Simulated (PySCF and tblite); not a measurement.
Results of a calculation; reference values are marked as such.
C9H9N, numbered as in [CH3:1][CH2:2][c:3]1[cH:4][cH:5][cH:6][cH:7][c:8]1[C:9]#[N:10].

Geometries GFN2-xTB; weights from B3LYP-D3(BJ)/pcSseg-1 (IEF-PCM, dimethylsulfoxide) energies and GFN2-xTB thermal corrections, with symmetry numbers and mirror pairs. Conformers within 2.5 kcal/mol (GFN2-xTB free energy) were kept, 4 at most. GIAO shieldings: B3LYP/pcSseg-1 (IEF-PCM, dimethylsulfoxide). Shifts are against TMS (¹H), TMS (¹³C) at the same level. Run with PySCF (density fitting) and tblite.

Question: List the conformer-averaged shifts at 298.15 K.

Answer: ¹H: 8.09 (H7, 1H), 7.99 (H5, 1H), 7.78 (H4, 1H), 7.71 (H6, 1H), 3.07 (H2, 2H), 1.36 (H1, 3H) ppm. ¹³C: 161.3 (C3), 143.5 (C7), 142.6 (C5), 136.1 (C4), 133.7 (C6), 127.8 (C9), 114.6 (C8), 35.1 (C2), 20.3 (C1) ppm.

Question: How do the conformers differ?

Answer: Torsions listed: C1–C2–C3–C4. Of a mirror pair one member is shown.
| conformer | shape | weight % |
| --- | --- | --- |
| 1 | 96° | 86.7 |
| 2 | 0° | 13.3 |

| signal | 1 | 2 | average |
| --- | --- | --- | --- |
| H1 | 1.33 | 1.52 | 1.36 |
| H2 | 3.06 | 3.18 | 3.07 |
| H4 | 7.79 | 7.71 | 7.78 |
| H5 | 7.98 | 8.04 | 7.99 |
| H6 | 7.71 | 7.71 | 7.71 |
| H7 | 8.09 | 8.09 | 8.09 |
| C1 | 21.5 | 13.0 | 20.3 |
| C2 | 35.6 | 32.1 | 35.1 |
| C3 | 161.7 | 158.6 | 161.3 |
| C4 | 136.7 | 132.5 | 136.1 |
| C5 | 142.6 | 142.4 | 142.6 |
| C6 | 133.8 | 133.4 | 133.7 |
| C7 | 143.6 | 143.2 | 143.5 |
| C8 | 114.4 | 116.0 | 114.6 |
| C9 | 127.9 | 127.6 | 127.8 |

Question: Which signal moves most, for its nucleus, between 250 and 350 K through the change of populations alone?

Answer: C1: 20.6 ppm at 250 K, 20.3 ppm at 298.15 K, 20.1 ppm at 350 K.

Shifts are unscaled: against experiment ¹³C can be off by 15 ppm or more and ¹H by 0.8 ppm.
